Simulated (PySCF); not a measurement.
How methods differ on the ionisation energy of Ti²⁰⁺

Ti²⁰⁺ 1s2 (1S) → Ti²¹⁺ 1s1 (2S), as a difference of total energies. All numbers are calculated (PySCF 2.14, the spin-free X2C one-electron Hamiltonian (Gaussian nucleus), in an even-tempered Gaussian basis (15 s from 18 bohr⁻², ratio 2.5; 6 p from 28 bohr⁻², ratio 2.7; 3 d from 85 bohr⁻², ratio 2.7; 3 f from 130 bohr⁻², ratio 2.7)). Correlated levels: nothing frozen; virtual orbitals above 40 to 60 times the deepest correlated orbital energy dropped. The calculations carry no spin-orbit coupling.

```csv
method,ionisation energy (eV)
UHF,6251.6
LDA,6230.9
PBE,6249.5
PBE0,6250.3
r2SCAN,6253.1
B3LYP,6251.0
MP2 (all electrons),6252.9
SCS-MP2 (all electrons),6253.1
```

For comparison: 6249.0 eV (theoretical estimate listed by NIST; NIST Atomic Spectra Database, ionization energies).
